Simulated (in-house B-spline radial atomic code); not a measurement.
Radial electron density of Ca⁴⁺, [Ne] 3s2 3p4. Method: Dirac-Kohn-Sham wB97X, spherical fractional occupations, Fermi nucleus of rms radius 3.4776 fm. Calculated with a B-spline radial code for spherical atoms.

Caution: exact exchange at fractional occupations of open shells leaves self-interaction of up to several eV.

Columns: r (bohr), 4πr²n(r) (electrons per bohr), bar.

```
 0.00289   0.5333 #
 0.00345   0.7403 #
 0.00412    1.024 ##
 0.00491    1.404 ###
 0.00586    1.917 ###
   0.007    2.604 #####
 0.00835    3.497 ######
 0.00996    4.648 ########
  0.0119    6.118 ###########
  0.0142    7.917 ##############
  0.0169    10.03 ##################
  0.0202    12.52 #######################
  0.0241    15.21 ###########################
  0.0288    17.97 ################################
  0.0344     20.5 #####################################
   0.041    22.44 #########################################
  0.0489    23.48 ##########################################
  0.0584    23.37 ##########################################
  0.0697    22.12 ########################################
  0.0832    20.11 ####################################
  0.0993    18.08 #################################
   0.119    16.97 ###############################
   0.141    17.46 ################################
   0.169    19.63 ###################################
   0.201    22.42 ########################################
    0.24    24.36 ############################################
   0.287    23.84 ###########################################
   0.342     20.4 #####################################
   0.409    14.93 ###########################
   0.488    9.669 #################
   0.582    6.398 ############
   0.695    5.588 ##########
   0.829    6.201 ###########
   0.989    6.552 ############
    1.18     5.66 ##########
    1.41    3.831 #######
    1.68    2.019 ####
    2.01   0.7622 #
     2.4   0.2075 
    2.86  0.04133 
    3.41 0.005224 
    4.07 0.0004167
```

On this grid the curve has 3 maxima, near 0.0489, 0.24, 0.989 bohr.

The 3p1/2 radial function P(r) = rR(r), positive near the nucleus, with its small component Q(r) (sign convention: Q ≈ (P' + κP/r)/2c):

| r (bohr) | P | Q |
| --- | --- | --- |
| 0.00345 | 0.001363 | 0.00346 |
| 0.00491 | 0.002559 | 0.004811 |
| 0.007 | 0.004862 | 0.006644 |
| 0.00996 | 0.00923 | 0.009051 |
| 0.0142 | 0.01752 | 0.01214 |
| 0.0202 | 0.03275 | 0.01588 |
| 0.0288 | 0.06022 | 0.0201 |
| 0.041 | 0.107 | 0.02419 |
| 0.0584 | 0.1815 | 0.0271 |
| 0.0832 | 0.2874 | 0.02729 |
| 0.119 | 0.413 | 0.02307 |
| 0.169 | 0.5067 | 0.01412 |
| 0.24 | 0.4817 | 0.00211 |
| 0.342 | 0.2364 | -0.00871 |
| 0.488 | -0.2415 | -0.01336 |
| 0.695 | -0.7631 | -0.01054 |
| 0.989 | -1.013 | -0.003948 |
| 1.41 | -0.8069 | 0.0006923 |
| 2.01 | -0.3768 | 0.001414 |
| 2.86 | -0.09211 | 0.0004749 |
| 4.07 | -0.0096 | 5.728e-05 |
